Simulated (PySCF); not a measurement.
**Correlation energy of O⁺ (oxygen, charge +1)**

[He] 2s2 2p3, high-spin 4S determinant. Calculation: PySCF 2.14, in aug-cc-pVDZ-DK (4s3p2d, 23 functions); the spin-free X2C one-electron Hamiltonian (Gaussian nucleus). Frozen: 1s2; 5 electrons correlated.

MP2 pair energies summed by pair of shells (mhartree):

| pair | energy | share (%) |
| --- | --- | --- |
| 2s-2p | -47.73 | 66.1 |
| 2p-2p | -17.01 | 23.5 |
| 2s-2s | -7.51 | 10.4 |

Total MP2 correlation energy: -72.25 mhartree.

Same-spin part -20.04 and opposite-spin part -52.21 mhartree; SCS-MP2 scales them by 1/3 and 6/5 to -69.33 mhartree.

| level | correlation energy (mhartree) |
| --- | --- |
| CCSD | -88.22 |
| (T) | -0.79 |
| CCSD(T) | -89.01 |

Diagnostics: T1 = 0.0046, D1 = 0.0068, largest double amplitude 0.028.

Cost of the coupled-cluster step: 0.51 s of wall time on 1 thread of Intel(R) Xeon(R) Platinum 8259CL CPU @ 2.50GHz (shared host), for 5 correlated electrons.

Iterations:

```
CC2 = 0
CCSD nocc = (np.int64(4), np.int64(1)), nmo = (22, 22)
frozen orbitals [[0], [0]]
max_cycle = 100
direct = 0
conv_tol = 1e-08
conv_tol_normt = 1e-06
diis_space = 8
diis_start_cycle = 0
Init t2, MP2 energy = -0.0722495878509942
Init E_corr(UCCSD) = -0.0722495878510703
cycle = 1  E_corr(UCCSD) = -0.0845065764779849  dE = -0.0122569886  norm(t1,t2) = 0.0267162
cycle = 2  E_corr(UCCSD) = -0.0871115616195332  dE = -0.00260498514  norm(t1,t2) = 0.00879101
cycle = 3  E_corr(UCCSD) = -0.0882598303748432  dE = -0.00114826876  norm(t1,t2) = 0.00355854
cycle = 4  E_corr(UCCSD) = -0.0882104011753524  dE = 4.94291995e-05  norm(t1,t2) = 0.000571405
cycle = 5  E_corr(UCCSD) = -0.0882178928196396  dE = -7.49164429e-06  norm(t1,t2) = 0.000145593
cycle = 6  E_corr(UCCSD) = -0.0882177063502251  dE = 1.86469414e-07  norm(t1,t2) = 1.30622e-05
cycle = 7  E_corr(UCCSD) = -0.0882178196231711  dE = -1.13272946e-07  norm(t1,t2) = 1.50722e-06
cycle = 8  E_corr(UCCSD) = -0.0882178342615136  dE = -1.46383425e-08  norm(t1,t2) = 3.29877e-07
cycle = 9  E_corr(UCCSD) = -0.0882178315184935  dE = 2.74302013e-09  norm(t1,t2) = 3.72969e-08
UCCSD converged
E(UCCSD) = -74.49409602550675  E_corr = -0.08821783151849348
UCCSD(T) correction = -0.000785774591893179
```
